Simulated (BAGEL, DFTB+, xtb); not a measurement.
# How methods differ on C7H8 (toluene)

The species is C7H8 (15 atoms), meant as a singlet with charge 0. SMILES: `Cc1ccccc1`. The coordinates come from a PBE0-D4/def2-TZVP relaxation.

Each level gives the dipole moment (D). The values are calculated.

Measured value to compare with: NIST CCCBDB gives the dipole moment of the gas as 0.33 D.

| level | kind | program | value (D) | computed − measured | CPU time |
| --- | --- | --- | --- | --- | --- |
| DFTB1 | semi-empirical | DFTB+ | 0.60 | +0.27 | under 2 s |
| DFTB3-D3(BJ) | semi-empirical | DFTB+ | 0.42 | +0.09 | under 2 s |
| GFN2-xTB | semi-empirical | xtb | 0.54 | +0.21 | under 2 s |
| GFN0-xTB | semi-empirical | xtb | 0.55 | +0.22 | under 2 s |
| HF/6-31G (density fitting with svp-jkfit) | Hartree–Fock | BAGEL | 0.33 | 0.00 | 3.2 s |
| HF/6-31G* (density fitting with svp-jkfit, spherical functions) | Hartree–Fock | BAGEL | 0.27 | -0.06 | 3.7 s |
| HF/def2-SV(P) (density fitting with svp-jkfit) | Hartree–Fock | BAGEL | 0.33 | 0.00 | 3.7 s |
| HF/ANO-RCC-VDZP (density fitting with svp-jkfit) | Hartree–Fock | BAGEL | 0.36 | +0.03 | 5.4 s |
| HF/cc-pVDZ (density fitting with cc-pvdz-jkfit) | Hartree–Fock | BAGEL | 0.34 | +0.01 | 4.4 s |
| HF/aug-cc-pVDZ (density fitting with cc-pvtz-jkfit) | Hartree–Fock | BAGEL | 0.40 | +0.07 | 10 s |

Nearest: HF/6-31G (density fitting with svp-jkfit) (0.00 D), HF/def2-SV(P) (density fitting with svp-jkfit) (0.00 D); farthest: DFTB1 (+0.27 D). The measured dipole is a vibrational average, so differences of a few hundredths of a debye mean little. Computed less measured by kind, in D (6-31G* rows): semi-empirical +0.09 to +0.27; Hartree–Fock -0.06. Magnitudes only: a small dipole may point the other way at some levels. Sets without polarisation functions give poor dipoles. Times are those of the runs behind each value, whatever else they computed, on shared processors of several kinds: orders of magnitude only.
